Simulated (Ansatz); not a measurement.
Abridged output of a molecular run in Ansatz:

```
Functional definition: HF
1023 factors; integrals over basis functions are off by at most 9.6e-4 eV
mean field evaluation 1: about -75433.5170 eV, gradient 3.9e1 eV
mean field evaluation 2: about -75433.6493 eV, gradient 4.0e1 eV
mean field evaluation 4: about -75436.3709 eV, gradient 2.4e0 eV
mean field evaluation 8: about -75436.4010 eV, gradient 2.3e-1 eV
mean field -75436.40112909 eV, -2772.2366088650 hartree, gradient 1.8e-6 eV, S^2 0.000000; 0 other end points of the search recorded, 0 dependent functions left out
12 core orbitals not correlated: weight in the atoms' cores, before any rotation towards them, 1.000 or more for the frozen orbitals, at most 0.000 for the correlated occupied ones
reference -75436.40112909 eV, -2772.2366088650 hartree; 17, 17 occupied and 126, 126 virtual orbitals, 1023 factors
second order -23.25807534 eV of doubles, -0.00000000 eV of singles
cycle   1  -22.94059793 eV  change    3.2e-1 eV  update   9.3e-2
cycle   2  -23.39943269 eV  change   -4.6e-1 eV  update   2.5e-2
cycle   3  -23.49358403 eV  change   -9.4e-2 eV  update   1.3e-2
cycle   4  -23.47680341 eV  change    1.7e-2 eV  update   3.1e-3
cycle   5  -23.47557515 eV  change    1.2e-3 eV  update   1.2e-3
cycle   6  -23.47628866 eV  change   -7.1e-4 eV  update   3.7e-4
cycle   7  -23.47601710 eV  change    2.7e-4 eV  update   1.1e-4
cycle   8  -23.47596349 eV  change    5.4e-5 eV  update   3.4e-5
cycle   9  -23.47597653 eV  change   -1.3e-5 eV  update   1.3e-5
perturbative correction -0.79683290 eV, -0.0292830688 hartree
Total energy: -75460.67393852 eV, -2773.1286181587 hartree
```

Its atoms:

```xyz
5

O    -0.8057    0.7187    0.1821
B    -0.0466   -0.3800    0.0735
F    -0.5478   -1.5417    0.4270
Br    1.7659   -0.3223   -0.5862
H    -0.3658    1.5254   -0.0964
```

Problem. Which basis set was used?
A. def2-TZVPP
B. def2-SVP
C. def2-QZVPP
D. cc-pV(D+d)Z

Solution. A. It gives 155 functions.

Problem. Write the keys of the input that set method, charge and spin (a neutral closed shell needs none for the last two).

Solution. 
```yaml
correlation: {method: ccsd_t}
```
